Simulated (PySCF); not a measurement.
Spinor energies of Kr¹⁰⁺ (krypton, charge +10)

Start: [Ar] 3d8; 3d3/2 filled at m_j = -3/2, -1/2, +1/2, +3/2; 3d5/2 filled at m_j = -1/2, +1/2, +3/2, +5/2. Calculated with PySCF 2.14 in an uncontracted even-tempered set (18 s from 0.64 bohr⁻², ratio 2.8; 13 p from 0.83 bohr⁻², ratio 2.8; 9 d from 0.83 bohr⁻², ratio 2.8; 4 f from 4.8 bohr⁻², ratio 3): generalised Hartree-Fock with the X2C-1e Hamiltonian and a Gaussian nucleus; spin-orbit coupling (SO) screened by Boettger's factors.

```csv
spinor shell,electrons,"ε, screened SO (eV)",weight of nominal j (screened SO),"rms radius, screened SO (bohr)"
1s1/2,2,-14633.7,1.000,0.0478
2s1/2,2,-2187.2,1.000,0.199
2p1/2,2,-1993.6,0.999,0.174
2p3/2,4,-1937.1,1.000,0.178
3s1/2,2,-513.85,1.000,0.552
3p1/2,2,-445.45,0.937,0.556
3d3/2,4,-315.73,0.695,0.557
3d5/2,4,-313.37,0.730,0.559
```

Question: Where does 3p3/2 lie, and what is the 3p spin-orbit splitting (screened SO)?

Answer: At -431.82 eV, 13.635 eV above 3p1/2.

| quantity | screened SO |
| --- | --- |
| E (hartree) | -2751.72473 |
| M_J | 4 |
| ⟨J²⟩ | 20.002 |
| ⟨L²⟩ | 12.056 |
| ⟨S²⟩ | 1.991 |

Each row is a mean over spinors that exchange with the open shell spreads, by up to 17.310 eV (3p3/2).

Rows whose weight is well below 1 are mixtures of j = l ± 1/2: exchange outweighs spin-orbit coupling there, and the label is only the starting occupation.
